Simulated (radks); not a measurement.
Question: The lanthanum ion La2+ is in [Xe] 4f(5/2: 1, 7/2: 0). Calculated with a radial shooting solver on a logarithmic mesh with Libxc functionals: Dirac Kohn-Sham, relativistic LDA (MacDonald-Vosko exchange, VWN5 correlation), spin-unpolarised, spherical densities, finite nucleus; Fermi nuclear charge, rms radius of each element as measured or else 0.836 A^(1/3) + 0.57 fm. Sub-shells are occupied by j as written (lower j first in brackets). One electron is removed from 5s1/2, 5p1/2, 5p3/2, 4f5/2 in turn, with full relaxation. Which removal costs least, and what does each cost?

Answer: 4f5/2 19.863 eV; 5p3/2 37.127 eV; 5p1/2 39.697 eV; 5s1/2 54.418 eV. The 4f5/2 electron leaves first.
